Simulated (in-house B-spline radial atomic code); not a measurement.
Computed with a B-spline radial atomic code. Model: two electrons, singlet ground state, non-relativistic, full CI in B-splines with partial waves to l = 8 (at full coupling up to 3e-4 hartree above the limit, correlation up to 0.6 % small), density held at that of full coupling by Lieb maximisation.

W(λ) is the mean repulsion in the state of coupling λ less the Hartree energy of the fixed density. Its start is exact exchange, its initial slope is twice the second-order Görling-Levy correlation energy, and its area from 0 to 1 is E_xc. A straight curve means weak, dynamic correlation, and a curve that drops fast and flattens means strong correlation.

Command:
```bash
python run_ac.py task.json out
```
Settings (lengths in bohr, energies in hartree):
```
potential              dot
strength               0.0185
lmax                   8
second                 0.7
```

Run time, properties included: 4.8 min on 1 thread of Intel(R) Xeon(R) Processor @ 2.30GHz (shared host).

**W = mean repulsion less Hartree energy, and W of three functionals.**

Given: confinement charge in harmonic well; well frequency 0.0185 hartree; nuclear charge 0.7; external potential omega^2 r^2/2 - Z/r.

Computed: LDA exchange minus exact 18.856 millihartree; PBE exchange minus exact -16.074 millihartree.

```json
{"coupling": "0", "W xc (hartree)": "-0.21752", "W xc minus exchange (millihartree)": "0", "kinetic minus Kohn-Sham (millihartree)": "0", "LDA (PW92) W minus its exchange (millihartree)": "0", "PBE W minus its exchange (millihartree)": "0", "SCAN W minus its exchange (millihartree)": "0"}
{"coupling": "0.02", "W xc (hartree)": "-0.22145", "W xc minus exchange (millihartree)": "-3.935", "kinetic minus Kohn-Sham (millihartree)": "0.04", "LDA (PW92) W minus its exchange (millihartree)": "-8.1", "PBE W minus its exchange (millihartree)": "-1.25", "SCAN W minus its exchange (millihartree)": "-1.7"}
{"coupling": "0.05", "W xc (hartree)": "-0.22692", "W xc minus exchange (millihartree)": "-9.402", "kinetic minus Kohn-Sham (millihartree)": "0.23", "LDA (PW92) W minus its exchange (millihartree)": "-15.4", "PBE W minus its exchange (millihartree)": "-3.18", "SCAN W minus its exchange (millihartree)": "-4.04"}
{"coupling": "0.12", "W xc (hartree)": "-0.23763", "W xc minus exchange (millihartree)": "-20.109", "kinetic minus Kohn-Sham (millihartree)": "1.12", "LDA (PW92) W minus its exchange (millihartree)": "-26.99", "PBE W minus its exchange (millihartree)": "-7.54", "SCAN W minus its exchange (millihartree)": "-8.83"}
{"coupling": "0.25", "W xc (hartree)": "-0.25148", "W xc minus exchange (millihartree)": "-33.962", "kinetic minus Kohn-Sham (millihartree)": "3.62", "LDA (PW92) W minus its exchange (millihartree)": "-41.11", "PBE W minus its exchange (millihartree)": "-14.77", "SCAN W minus its exchange (millihartree)": "-16.06"}
{"coupling": "0.4", "W xc (hartree)": "-0.26169", "W xc minus exchange (millihartree)": "-44.169", "kinetic minus Kohn-Sham (millihartree)": "6.88", "LDA (PW92) W minus its exchange (millihartree)": "-52.34", "PBE W minus its exchange (millihartree)": "-21.8", "SCAN W minus its exchange (millihartree)": "-22.68"}
{"coupling": "0.6", "W xc (hartree)": "?", "W xc minus exchange (millihartree)": "?", "kinetic minus Kohn-Sham (millihartree)": "?", "LDA (PW92) W minus its exchange (millihartree)": "?", "PBE W minus its exchange (millihartree)": "?", "SCAN W minus its exchange (millihartree)": "?"}
{"coupling": "0.8", "W xc (hartree)": "?", "W xc minus exchange (millihartree)": "?", "kinetic minus Kohn-Sham (millihartree)": "?", "LDA (PW92) W minus its exchange (millihartree)": "?", "PBE W minus its exchange (millihartree)": "?", "SCAN W minus its exchange (millihartree)": "?"}
{"coupling": "1", "W xc (hartree)": "-0.28066", "W xc minus exchange (millihartree)": "-63.14", "kinetic minus Kohn-Sham (millihartree)": "19.14", "LDA (PW92) W minus its exchange (millihartree)": "-77.99", "PBE W minus its exchange (millihartree)": "-41.09", "SCAN W minus its exchange (millihartree)": "-39.76"}
{"coupling": "1.4", "W xc (hartree)": "-0.2866", "W xc minus exchange (millihartree)": "-69.077", "kinetic minus Kohn-Sham (millihartree)": "26.18", "LDA (PW92) W minus its exchange (millihartree)": "-88.01", "PBE W minus its exchange (millihartree)": "-49.54", "SCAN W minus its exchange (millihartree)": "-46.86"}
```

Q: What belongs in the row 0.6?

A: W xc (hartree): -0.27047; W xc minus exchange (millihartree): -52.947; kinetic minus Kohn-Sham (millihartree): 11.2; LDA (PW92) W minus its exchange (millihartree): -63.22; PBE W minus its exchange (millihartree): -29.49; SCAN W minus its exchange (millihartree): -29.64.

Q: What belongs in the row 0.8?

A: W xc (hartree): -0.27637; W xc minus exchange (millihartree): -58.847; kinetic minus Kohn-Sham (millihartree): 15.3; LDA (PW92) W minus its exchange (millihartree): -71.43; PBE W minus its exchange (millihartree): -35.8; SCAN W minus its exchange (millihartree): -35.2.

Q: What is the SCAN exchange minus exact?

A: -13.79 millihartree.

**Energy parts, natural occupations and partial-wave weights.**

Computed: total energy -0.1929 hartree; exchange energy -0.21752 hartree; initial slope twice GL2 -0.20251 hartree; kinetic part over minus potential part 0.30317; Hartree energy 0.43504 hartree; Kohn-Sham kinetic 0.21428 hartree; Lieb Oxford ratio E_xc over LDA exchange 1.3164.

```tsv
natural	occupation of the shell (electrons)
s	1.7114
s	0.25483
p	0.032756
d	?
p	0.00023382
s	0.0001397
```

Q: What belongs in the row d?

A: occupation of the shell (electrons): 0.00053931.

```csv
wave,weight
s,0.98317
p,0.016502
d,0.00028854
f,?
g,6.1593e-06
```

Q: What belongs in the row f?

A: weight: 3.0386e-05.

Q: What is the kinetic part of the DFT correlation energy?

A: 0.019142 hartree.

Q: What is the correlation energy?

A: -0.043998 hartree.

Half-way to full coupling W has made 77 % of its drop, against 50 % for a straight line, and second-order (GL2) theory, half the initial slope, overshoots the correlation energy by about 130 %: correlation is strong. Over couplings 0 to 1 the errors in E_xc come to about +9.3 millihartree for LDA, +3.7 millihartree for PBE, +5.7 millihartree for SCAN, so PBE is nearest. In LDA and PBE and SCAN the errors of exchange and correlation have opposite signs, so the sum is smaller than the larger of the two.
